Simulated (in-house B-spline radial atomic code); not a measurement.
Settings and results of a run for I III (I2+). Method: Dirac-Kohn-Sham BP86, spherical fractional occupations, Fermi nucleus of rms radius 4.75 fm. Calculated with a B-spline radial code for spherical atoms.

Command:
```bash
python run_scf.py task.json out
```
Settings (nuclear radius in fm, mass in u):
```
Z                53
configuration    [Kr] 4d10 5s2 5p3
hamiltonian      dirac
method           b88,p86
spin_polarised   False
nucleus          fermi
rms_radius       4.75
atomic_mass      126.90447
speed_of_light   137.035999084
```

Output (hartree, bohr):
```
 radial grid: 79 intervals, B-splines of order 8, outer radius 53.7037 bohr

 iter        energy (Eh)    residual
    1       -7113.615255    5.39e-01
    2       -7115.368029    3.56e-01
    3       -7118.809497    3.71e-02
    4       -7118.862986    9.93e-03
    5       -7118.865019    2.89e-03
    6       -7118.865248    9.86e-04
    7       -7118.865270    1.33e-04
    8       -7118.865271    3.58e-06
    9       -7118.865271    1.44e-07

 total energy                     -7118.86527
 kinetic                            7545.2017
 electron-nucleus                 -17261.8897
 Hartree                            2780.0145
 exchange-correlation               -182.1918

 first-order corrections (not in the total)
   Gaunt                             6.0407
   retardation                      -0.6232
   frequency dependence             -0.0575
   self-energy                       4.1115
   Uehling                          -0.5614
   Wichmann-Kroll                    0.0129
   recoil                            0.0207

 orbital      occ     eigenvalue          <r>       <r^2>       <1/r>     <1/r^2>     <1/r^3>       r_max    small
 1s1/2      2.000     -1212.1686    0.0272217  0.00100456     56.8394      7050.5           -     0.01754  3.81e-02
 2s1/2      2.000      -187.8616     0.116742   0.0161309     13.2648     827.932           -     0.09925  8.15e-03
 2p1/2      2.000      -176.3188    0.0984531   0.0119262     13.2483     266.141           -     0.07612  8.18e-03
 2p3/2      4.000      -165.3356     0.104138   0.0132132     12.2168     203.352     5232.73     0.08092  7.76e-03
 3s1/2      2.000       -38.5235     0.313769    0.112662     4.73018     166.773           -      0.2858  2.41e-03
 3p1/2      2.000       -33.7488     0.303996    0.107414     4.64074     53.4891           -      0.2722  2.35e-03
 3p3/2      4.000       -31.6822      0.31554    0.115507     4.38675     41.2883     1006.52      0.2829  2.24e-03
 3d3/2      4.000       -23.2655     0.286469   0.0972181     4.24085     22.6339     160.955        0.23  2.12e-03
 3d5/2      6.000       -22.8310     0.290118    0.099565     4.17557      21.801     148.899       0.233  2.09e-03
 4s1/2      2.000        -7.3827     0.739684    0.618321     1.90188     36.4105           -      0.6806  6.90e-04
 4p1/2      2.000        -5.7160      0.77235    0.679956     1.79139     11.1957           -      0.6985  6.28e-04
 4p3/2      4.000        -5.3129     0.800517     0.73033     1.70907     8.69556     196.708      0.7227  5.92e-04
 4d3/2      4.000        -2.6329      0.91216    0.973359     1.45734     3.94548     23.9705       0.773  4.51e-04
 4d5/2      6.000        -2.5696     0.923422     0.99759     1.43662     3.79431     21.9661      0.7815  4.41e-04
 5s1/2      2.000        -1.3284      1.87463     3.94846    0.697638     5.55405           -       1.671  1.29e-04
 5p1/2      1.000        -0.9379      2.14972     5.21881     0.60123     1.48806           -       1.882  9.75e-05
 5p3/2      2.000        -0.8901       2.2283     5.60301    0.576942     1.17262       23.27       1.954  9.12e-05
```

Time taken, with all properties: 1.8 s on 1 thread of Arm Neoverse V2, with other jobs on the host.

For the Dirac Hamiltonian the kinetic term is c α·p + (β - 1)c².
